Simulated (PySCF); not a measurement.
Computed shifts of a molecule C3H9NSi2, PBE0/pcSseg-1 run with PySCF, GIAO, gas phase, atoms alike by connectivity averaged where their shifts nearly agree, in ppm (number of nuclei): ¹⁵N: 309.8 (1). ¹³C: 126.6 (1), 11.4 (1), 10.8 (1). ²⁹Si: -49.2 (1), -63.6 (1). ¹H: 4.39 (3), 4.35 (3), 1.92 (1), 1.22 (1), 1.00 (1). References: ¹⁵N against NH3 (σ = 267.4 ppm); ¹³C against TMS (σ = 186.3 ppm); ²⁹Si against TMS (σ = 352.7 ppm); ¹H against TMS (σ = 31.56 ppm), references at their B3LYP-D3(BJ)/def2-TZVP geometries, non-relativistic. Coordinates come from a PBE0-D3(BJ)/def2-SVP optimisation. One conformer was computed; it need not be the lowest.

Task: Identify the compound among the candidates.
A) N#C[C@@H]([SiH3])C[SiH3]
B) N[C@@H]([SiH3])C#C[SiH3]
C) C=C/C=N\[SiH2][SiH3]
D) C=C1[SiH2]C[Si@@H]1N

Result: A, N#C[C@@H]([SiH3])C[SiH3]
